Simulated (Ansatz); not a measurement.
ZrO₂⁺. The state is a doublet with charge 1. Geometry PBE0-D4/def2-TZVP; atoms count from 1.

Cartesian coordinates in Å:
```
Zr 0.3306 0.7183 -0.1844
O -0.5659 0.1153 1.2219
O 0.2354 -0.8336 -1.0375
```

In the def2 sets Zr takes a core potential; there is no spin–orbit coupling. No other spin state of charge 1 was run. The structure comes from a short search, and lower isomers may exist.

(1) Estimate the Mulliken populations from the PBE0/def2-TZVP orbitals of Ansatz.

(2) Where does the spin sit?

(3) And the Mayer bond orders between bonded heavy atoms (over 0.3)?

## Answers

(1) 
```
atom  charge (e)  spin (α − β)  d electrons
 Zr1        1.61         -0.30         2.16
  O2       -0.30          0.65            –
  O3       -0.30          0.65            –
```
Mulliken values and Mayer orders depend strongly on the basis.

(2) Summed by element: Zr -0.30, O 1.30, of 1 unpaired in all. Largest on single atoms: O2 0.65, O3 0.65, Zr1 -0.30.

(3) Zr1–O2 1.79 (1.77 Å); Zr1–O3 1.79 (1.77 Å).
